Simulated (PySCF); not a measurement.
**Relaxation of quartet Sn₃N**

Method: UPBE0 in PySCF with N def2-SVP, Sn def2-SVP with ECP28; scalar-relativistic core potentials, no spin–orbit coupling; density-fitted integrals. A (50,194) grid was used.

A start at the B3LYP minimum, with no symmetry imposed:

```xyz
4
charge 0 multiplicity 4, angstrom
N     0.2611   -0.0149    0.2402
Sn    2.3090    0.0357    0.0041
Sn   -1.1705    1.5176   -0.0011
Sn   -1.1690   -1.5516   -0.0310
```

Optimiser trace:
```json
{"step": "0", "E − E(last) (kJ/mol)": "2.25", "largest gradient (Eh/bohr)": "0.00883"}
{"step": "1", "E − E(last) (kJ/mol)": "1.00", "largest gradient (Eh/bohr)": "0.00463"}
{"step": "2", "E − E(last) (kJ/mol)": "0.53", "largest gradient (Eh/bohr)": "0.00132"}
{"step": "3", "E − E(last) (kJ/mol)": "0.45", "largest gradient (Eh/bohr)": "0.00118"}
{"step": "4", "E − E(last) (kJ/mol)": "0.24", "largest gradient (Eh/bohr)": "0.00135"}
{"step": "5", "E − E(last) (kJ/mol)": "0.17", "largest gradient (Eh/bohr)": "0.00159"}
{"step": "6", "E − E(last) (kJ/mol)": "0.06", "largest gradient (Eh/bohr)": "0.00057"}
{"step": "7", "E − E(last) (kJ/mol)": "0.03", "largest gradient (Eh/bohr)": "0.00075"}
{"step": "8", "E − E(last) (kJ/mol)": "0.01", "largest gradient (Eh/bohr)": "0.00046"}
{"step": "9", "E − E(last) (kJ/mol)": "0.00", "largest gradient (Eh/bohr)": "0.00051"}
{"step": "10", "E − E(last) (kJ/mol)": "0.00", "largest gradient (Eh/bohr)": "0.00009"}
```

It ends at C2v with N–Sn 2.069 Å, N–Sn 2.091 Å (×2), Sn–Sn 2.929 Å; N–Sn–Sn 45.5° (×2), Sn–N–Sn 88.9°, Sn–N–Sn 135.5° (×2) (after a last refinement on a finer grid). A frequency run shows a minimum.

Final geometry:
Z-matrix (Å, degrees; charge 0 multiplicity 4):
```
N
Sn 1 2.0690
Sn 1 2.0905 2 135.53
Sn 1 2.0905 2 135.53 3 -180.00
```

Spin–orbit coupling, left out here, can matter for elements this heavy.
